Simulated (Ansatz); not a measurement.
HClSi, SMILES `[SiH]Cl` (lower singlet) (charge 0, multiplicity 1). This singlet lies 1.49 eV below the relaxed triplet at the level composite: frozen-core CCSD(T) with HF/cc-pVQZ and the correlation energy extrapolated as X^-3 from cc-pVTZ and cc-pVQZ, plus CCSDT(Q) minus CCSD(T) in cc-pVDZ // PBE0-D3(BJ)/def2-TZVP (Ansatz, a quantum-chemistry and plane-wave program).

Cartesian coordinates (Å):
SMILES: [SiH]Cl
```xyz
3

Si    -0.3035     0.7677     0.0000
Cl     1.4872    -0.2849     0.0000
H     -1.1837    -0.4828     0.0000
```
Charge 0, multiplicity 1.

Frozen-core energies in cc-pVDZ from Ansatz at a geometry from PBE0-D3(BJ)/def2-TZVP; the HF reference has <S^2> = 0.00 (restricted, and unstable towards unrestricted orbitals) and the T1 diagnostic is 0.014.

| level | energy (Ha) |
|---|---|
| HF | -749.01094 |
| MP2 | -749.22597 |
| CCSD | -749.25744 |
| CCSD(T) | -749.26346 |

Question: Estimate the energies of CCSDT, CCSDT(Q) and CCSDTQ, and give each level's difference from CCSDTQ.

Answer: 
```json
[
 {"level": "MP2", "energy (Ha)": "-749.22597", "difference from CCSDTQ (mHa)": "38.79"},
 {"level": "CCSD", "energy (Ha)": "-749.25744", "difference from CCSDTQ (mHa)": "7.32"},
 {"level": "CCSD(T)", "energy (Ha)": "-749.26346", "difference from CCSDTQ (mHa)": "1.30"},
 {"level": "CCSDT", "energy (Ha)": "-749.26424", "difference from CCSDTQ (mHa)": "0.51"},
 {"level": "CCSDT(Q)", "energy (Ha)": "-749.26476", "difference from CCSDTQ (mHa)": "-0.01"},
 {"level": "CCSDTQ", "energy (Ha)": "-749.26476", "difference from CCSDTQ (mHa)": "0.00"}
]
```
